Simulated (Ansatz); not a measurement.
Geometry optimisation, RKS PBE0/def2-SVP (Ansatz).

input.yaml

```yaml
crystal:
  periodic: [false, false, false]
  atoms:
    - { symbol: "N", position_ang: [-0.749, 0.9642, -0.1129] }
    - { symbol: C, position_ang: [0.0494, 0.0365, 0.5551] }
    - { symbol: B, position_ang: [0.6176, -0.9954, -0.5068] }
    - { symbol: I, position_ang: [-0.6163, -2.2873, -1.6615] }
    - { symbol: H, position_ang: [-0.07571, -0.31986, -1.16397] }
    - { symbol: H, position_ang: [-1.2586, 1.6117, 0.6067] }
    - { symbol: H, position_ang: [0.9119, 0.5618, 1.0831] }
    - { symbol: H, position_ang: [-0.507, -0.5056, 1.2974] }
    - { symbol: H, position_ang: [1.824, -1.0791, -0.5834] }
basis:
  gaussian: { orbitals: def2-SVP }
hamiltonian:
  xc: pbe0
relax:
  f_tol: 0.02
  max_steps: 50
```

Command:

```bash
$ ansatz run input.yaml --threads 2 --pin off --max-ram 3072MiB --backend cpu --events-out ev --progress --plain --runs-dir out
```

Task: Where does it end, and by what steps?

Result: The run converged. After 28 steps the energy has fallen by 6.678 eV; H5 moved furthest, 1.76 Å. Parted: B3–H5, I4–H5. Joined: N1–B3, N1–H5.

| step | energy less start (eV) | largest force component (eV/Å) | accepted |
| --- | --- | --- | --- |
| 0 | 0.0000 | 2.979 | yes |
| 1 | -0.7215 | 1.212 | yes |
| 2 | -1.0871 | 1.295 | yes |
| 3 | -1.3832 | 1.486 | yes |
| 4 | -2.0053 | 1.952 | yes |
| 5 | -2.8512 | 2.294 | yes |
| 6 | -4.3281 | 2.758 | yes |
| 7 | -5.1779 | 1.704 | yes |
| 8 | -5.2449 | 3.197 | yes |
| 9 | -5.5601 | 1.202 | yes |
| 10 | -5.7083 | 1.030 | yes |
| 11 | -5.8172 | 0.752 | yes |
| 12 | -5.8775 | 0.864 | yes |
| 13 | -5.9795 | 0.358 | yes |
| 14 | -6.0435 | 0.315 | yes |
| 15 | -6.0758 | 1.153 | yes |
| 16 | -6.1088 | 0.238 | yes |
| 17 | -6.1243 | 0.164 | yes |
| 18 | -6.1385 | 0.192 | yes |
| 19 | -6.1710 | 0.565 | yes |
| 20 | -6.2225 | 1.297 | yes |
| 21 | -6.3780 | 1.344 | yes |
| 22 | -6.6361 | 0.699 | yes |
| 23 | -6.6636 | 0.331 | yes |
| 24 | -6.6761 | 0.126 | yes |
| 25 | -6.6771 | 0.057 | yes |
| 26 | -6.6775 | 0.023 | yes |
| 27 | -6.6726 | 0.105 | no |
| 28 | -6.6777 | 0.008 | yes |

```xyz
9
Properties=species:S:1:pos:R:3
N -0.326 0.500 -0.392
C 0.195 -0.136 0.857
B 0.468 -0.881 -0.489
I -0.815 -2.573 -1.063
H 0.106 1.366 -0.703
H -1.335 0.498 -0.519
H 0.977 0.463 1.333
H -0.605 -0.435 1.538
H 1.531 -0.816 -1.049
```

Whether the end is a true minimum wasn't checked by a vibrational analysis.

Run time: 84 s on 2 threads of Arm Neoverse V1, with other jobs on the host, peak memory 0.2 GiB.
